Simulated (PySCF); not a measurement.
**Ag⁺ (silver, charge +1) across methods**

[Kr] 4d9 5p1, one real determinant (an excited configuration). Computed with PySCF 2.14 in x2c-TZVPPall (8s6p6d2f1g, 79 functions), with the spin-free X2C one-electron Hamiltonian (Gaussian nucleus).

```json
{"method": "UHF", "E (hartree)": "-5312.23771", "mean ε 4d α (eV)": "-28.650", "mean ε 4d β (eV)": "-27.513", "mean ε 5p α (eV)": "-10.511", "Σ⟨r²⟩ (bohr²)": "45.89", "⟨S²⟩": "2.002"}
{"method": "M06-2X", "E (hartree)": "-5315.17", "mean ε 4d α (eV)": "-25.333", "mean ε 4d β (eV)": "-24.497", "mean ε 5p α (eV)": "-9.953", "Σ⟨r²⟩ (bohr²)": "44.39", "⟨S²⟩": "2.001"}
{"method": "LDA", "E (hartree)": "-5309.21", "mean ε 4d α (eV)": "-21.215", "mean ε 4d β (eV)": "-20.406", "mean ε 5p α (eV)": "-8.833", "Σ⟨r²⟩ (bohr²)": "44.02", "⟨S²⟩": "2.000"}
{"method": "wB97X-V", "E (hartree)": "-5314.45", "mean ε 4d α (eV)": "-25.628", "mean ε 4d β (eV)": "-24.855", "mean ε 5p α (eV)": "-10.870", "Σ⟨r²⟩ (bohr²)": "44.55", "⟨S²⟩": "2.000"}
{"method": "PBE", "E (hartree)": "-5314.32", "mean ε 4d α (eV)": "-21.024", "mean ε 4d β (eV)": "-20.210", "mean ε 5p α (eV)": "-8.736", "Σ⟨r²⟩ (bohr²)": "44.26", "⟨S²⟩": "2.000"}
{"method": "MN15", "E (hartree)": "-5318.22", "mean ε 4d α (eV)": "-23.963", "mean ε 4d β (eV)": "-23.261", "mean ε 5p α (eV)": "-9.812", "Σ⟨r²⟩ (bohr²)": "44.28", "⟨S²⟩": "2.000"}
{"method": "PBE0", "E (hartree)": "-5314.40", "mean ε 4d α (eV)": "-23.152", "mean ε 4d β (eV)": "-22.268", "mean ε 5p α (eV)": "-9.306", "Σ⟨r²⟩ (bohr²)": "44.36", "⟨S²⟩": "2.001"}
```

Problem. Estimate the same row for r2SCAN.

Solution. E (hartree) = -5314.73; mean ε 4d α (eV) = -21.411; mean ε 4d β (eV) = -20.508; mean ε 5p α (eV) = -8.844; Σ⟨r²⟩ (bohr²) = 44.10; ⟨S²⟩ = 2.001.

⟨L²⟩ = 8.03 against 12 for a pure F term, so this real determinant mixes terms.
